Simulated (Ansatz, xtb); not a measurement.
Two isomers of C6H6NPSi

Structure a is `N#CC1=CC=CC([SiH3])=P1`, a singlet and structure b is `N#CC1=CC=CP=C1[SiH3]`, a singlet. Both are isolated molecules in the gas phase, relaxed with PBE0-D3(BJ)/def2-SVP.

a (Å):

| atom | x (Å) | y (Å) | z (Å) |
| --- | --- | --- | --- |
| C | -1.2153 | -2.9494 | -0.2681 |
| C | -1.0098 | -1.5440 | -0.1033 |
| C | -0.7538 | -0.7667 | -1.2406 |
| C | -0.5402 | 0.6059 | -1.1892 |
| C | -0.5614 | 1.3347 | 0.0011 |
| C | -0.7965 | 0.7784 | 1.2632 |
| N | -1.3833 | -4.0908 | -0.3931 |
| P | -1.0985 | -0.9160 | 1.5327 |
| Si | -0.7943 | 1.9000 | 2.7856 |
| H | -0.7217 | -1.2689 | -2.2117 |
| H | -0.3470 | 1.1366 | -2.1242 |
| H | -0.3805 | 2.4134 | -0.0705 |
| H | -0.5117 | 3.2931 | 2.3265 |
| H | 0.2564 | 1.4686 | 3.7543 |
| H | -2.1198 | 1.8577 | 3.4712 |

b (Å):

```csv
atom,x (Å),y (Å),z (Å)
C,-1.8337,-1.4469,-0.2573
C,-1.0362,-0.2648,-0.0630
C,-0.4338,0.2969,-1.1975
C,0.3602,1.4400,-1.1366
C,0.6232,2.1193,0.0463
C,-0.9118,0.2503,1.2441
N,-2.4815,-2.3998,-0.3884
P,0.0237,1.6744,1.6170
Si,-1.7731,-0.5949,2.7045
H,-0.5989,-0.1870,-2.1623
H,0.7930,1.8128,-2.0701
H,1.2592,3.0100,-0.0017
H,-1.4408,0.1919,3.9273
H,-1.2803,-1.9957,2.8494
H,-3.2497,-0.6069,2.4909
```

Quicker runs give these differences E(b) − E(a): GFN2-xTB +0.23 kcal/mol; HF/STO-3G +2.42 kcal/mol (at GFN2-xTB geometries); r2SCAN-D4/def2-SVP +0.51 kcal/mol (at GFN2-xTB geometries).

Question: Estimate E(b) − E(a) at the level CCSD(T)/def2-SVP + ΔMP2/def2-TZVPP.

Answer: CCSD(T)/def2-SVP + ΔMP2/def2-TZVPP gives E(b) − E(a) = −0.02 kcal/mol, slightly favouring structure b, which is too small a margin to settle the true order.

How the difference moves with the method:

| level | geometry | E(b) − E(a) (kcal/mol) | departure from the last row (kcal/mol) | job, with rough time for the two |
| --- | --- | --- | --- | --- |
| GFN2-xTB | GFN2-xTB | +0.23 | +0.25 | optimisation, 0.43 s |
| HF/STO-3G | GFN2-xTB | +2.42 | +2.45 | single point, 2 s |
| r2SCAN-D4/def2-SVP | GFN2-xTB | +0.51 | +0.53 | single point, 13 s |
| PBE0-D3(BJ)/def2-SVP | PBE0-D3(BJ)/def2-SVP | +0.39 | +0.42 | optimisation, 2.8 min |
| HF/def2-SVP | PBE0-D3(BJ)/def2-SVP | +1.63 | +1.65 | part of the CCSD(T) run |
| MP2/def2-SVP | PBE0-D3(BJ)/def2-SVP | +0.11 | +0.13 | part of the CCSD(T) run |
| CCSD(T)/def2-SVP | PBE0-D3(BJ)/def2-SVP | +0.53 | +0.55 | single point |
| CCSD(T)/def2-SVP + ΔMP2/def2-TZVPP | PBE0-D3(BJ)/def2-SVP | −0.02 |  | single point, 6.1 min |

As drawn, both hold the same kinds of bond in the same numbers.

The largest departure from CCSD(T)/def2-SVP + ΔMP2/def2-TZVPP is that of HF/STO-3G, 2.45 kcal/mol. A small imaginary or near-zero mode remains, so no thermal terms are given. The last row adds to CCSD(T) the change of the MP2 difference between the two basis sets, here −0.55 kcal/mol.

The correlated steps freeze 17 core orbitals. Codes used: Ansatz 0.2.0, xtb 6.7.1; the last row on 2 threads of Intel(R) Xeon(R) Platinum 8259CL CPU @ 2.50GHz (Skylake/Cascade Lake) on a shared host.
